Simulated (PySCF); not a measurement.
## Static response to an electric field

C5H2F3NO.
Geometry (GFN2-xTB, Å), atoms numbered from 1 in this order:
```
atom  x, y, z in Å
N1     2.712   -1.013   -0.562
C2     1.940    0.065   -0.830
O3     2.293    1.014   -1.488
C4     0.617   -0.025   -0.240
C5    -0.509    0.033    0.189
C6    -1.800   -0.023    0.746
F7    -2.107   -1.121    1.464
C8    -2.721    0.937    0.603
F9    -3.937    0.908    1.115
F10   -2.516    2.047   -0.081
H11    2.381   -1.784   -0.010
H12    3.648   -1.039   -0.932
```

Level: PBE0/def2-SVPD (PySCF), static field, nuclei fixed, core orbitals frozen in the response. The polarisability tensor in these axes (au):

```
x   121.17 -16.13 -22.97
y   -16.13  67.70  -6.45
z   -22.97  -6.45  56.45
```

Problem. Diagonalise the tensor; give its mean and Δα, where Δα² is half the sum of the squared differences of the eigenvalues.

Solution. Principal values 43.58, 70.35 and 131.39 au; mean 81.78 au = 12.12 Å³ = 13.48 × 10⁻⁴⁰ C²·m²/J; Δα = 77.95 au (95 % of the mean).

Problem. What is the dipole moment, and where does it point?

Solution. (0.76, -2.89, 1.25) D, 3.24 D in size, pointing from the negative to the positive side. Measured along this direction, the outermost atoms are F10 at the negative end and H11 at the positive end.

Problem. Find the Langevin capture rate constant for H3O+ (19.018 u) meeting this molecule (149.009 u), k = 2.342 × 10⁻⁹ cm³/s × √(α in Å³ / reduced mass in u).

Solution. The reduced mass is 16.87 u, so k = 1.99 × 10⁻⁹ cm³/s. The formula leaves out the permanent dipole, which adds to the capture rate.

Problem. What depolarisation ratio follows for Rayleigh scattering of linearly polarised light, taking the static tensor?

Solution. ρ = 3Δα²/(45ᾱ² + 4Δα²) = 18228.3/(300925 + 24304.4) = 0.056.

Problem. In a dilute gas of rigid molecules at 400 K, how does the orientational term μ²/3kT compare with the electronic polarisability?

Solution. In Gaussian units μ²/3kT = 63.36 Å³ against 12.12 Å³, a ratio of 5.23; the Debye molar polarisation (4π/3)N_A(α + μ²/3kT) is 190.4 cm³/mol, leaving out the vibrational part.

Problem. Give the eigenvalues of the traceless quadrupole moment Θ = ½Σq(3rr − r²1), origin at the centre of nuclear charge.

Solution. -22.12, -1.08, 23.20 D·Å. The values depend on the origin, since the dipole doesn't vanish. The electronic extent ⟨r²⟩ about the same centre is 2060 bohr², a root-mean-square distance of 2.79 Å for the 74 electrons.

Problem. Sum over states: ᾱ = Σ f/ω², ω in Eh. What share falls to these 6 lowest TDDFT singlets (eV, f)? 4.60, 0.0000; 5.09, 0.3791; 5.16, 0.0009; 5.67, 0.0002; 5.76, 0.0700; 6.45, 0.2008.

Solution. They add up to 15.98 au, 19.5 % of the 81.78 au; the largest single term is 10.82 au, from the state at 5.09 eV. Terms in order: 0.00, 10.82, 0.02, 0.00, 1.56, 3.57 au. Higher excitations give the rest. The strengths listed sum to 0.651.

One conformer (not necessarily the lowest) at the GFN2-xTB geometry, without solvent, vibrations or thermal averaging.
